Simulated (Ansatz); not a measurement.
`N[Si](N)(F)Cl` + `[NH]=[Nb]([F])([Cl])[Cl]` → `N[Si](F)(Cl)Cl` + `[NH]=[Nb]([NH2])([F])[Cl]`  (redistribution)

Calculated with Ansatz (gas phase, PBE0-D4/def2-TZVP geometries, no zero-point term in ΔE). CCSD(T)/CBS is the MP2 limit (def2-TZVPP, def2-QZVPP) plus CCSD(T) − MP2 in def2-TZVPP, frozen cores. Functionals use def2-TZVPP. HSE06 is defined as in plane-wave codes. Elements past krypton have def2 core potentials. For Nb outer-core shells are correlated without core-valence functions, which leaves a few kJ/mol of doubt a bond. Each species was taken in one conformer, which may not be the lowest.

```
             level  ΔE (kJ/mol)  difference from CCSD(T)/CBS
        r2SCANh-D4         41.9                          2.9
          HSE06-D4         39.0                          0.0
           ωB97X-V         37.6                         -1.4
          PBE-QIDH         43.0                          4.0
            revPBE         36.0                         -3.0
             HSE06         39.6                          0.6
  CCSD(T)/def2-SVP         32.2                         -6.8
SCS-MP2/def2-TZVPP         44.2                          5.2
   CCSD/def2-TZVPP         40.4                          1.4
    CCSD/CBS(def2)         39.2                          0.2
       CCSD(T)/CBS         39.0                            0
```

Largest T1 diagnostic among the species: 0.020, so the coupled-cluster value is less sure than usual.

From BLYP to BHLYP (50 % exact exchange), in def2-TZVPP and without D4, ΔE moves by +5.5 kJ/mol. At CCSD(T), def2-SVP lies −6.8 kJ/mol from the extrapolated value and def2-TZVPP +1.2 kJ/mol. In def2-TZVPP, CCSD(T) changes the Hartree–Fock value by −8.5 kJ/mol (the triples alone add −0.2 kJ/mol) and MP2 by −4.0 kJ/mol.
